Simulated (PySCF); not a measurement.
CH5Cl2NSi, SMILES C[Si](N)(Cl)Cl.

The structure is a stationary point at TPSSh-D3(BJ)/def2-SVP. The structure was generated by enumeration, and PubChem lists no compound with its InChIKey, so it may never have been made. One conformer was computed; it need not be the lowest.

Two levels are set side by side: TDDFT-PBE/def2-SVPD (PySCF) and TDDFT-B3LYP/def2-SVPD (PySCF). Vertical, same geometry. The lowest singlet is HOMO→LUMO 98 % with PBE and HOMO→LUMO 96 % with the other functional; states are paired by order. Differences are taken from unrounded values.

```
quantity                               TDDFT-PBE
-------------------------------------  ---------
lowest singlet excitation (eV)              6.11
lowest triplet excitation (TDA) (eV)        5.86
first bright state (f over 0.05) (eV)       7.08
its oscillator strength                     0.07
```

**Question.** These are the TDDFT-PBE values. What does TDDFT-B3LYP give? (The exact figures need the calculation; the answer reports its results.)

**Answer.** 
```csv
quantity,TDDFT-B3LYP,TDDFT-PBE minus TDDFT-B3LYP
lowest singlet excitation (eV),6.65,-0.55
lowest triplet excitation (TDA) (eV),6.32,-0.46
first bright state (f over 0.05) (eV),7.57,-0.49
its oscillator strength,0.06,0.01
```

A lower first singlet is the usual sign of a functional without exact exchange. Differences between two approximate levels are no errors against the true value.

Rough cost on one machine, each run with all the roots and properties that it gave: TDDFT-B3LYP against TDDFT-PBE about 3 times.
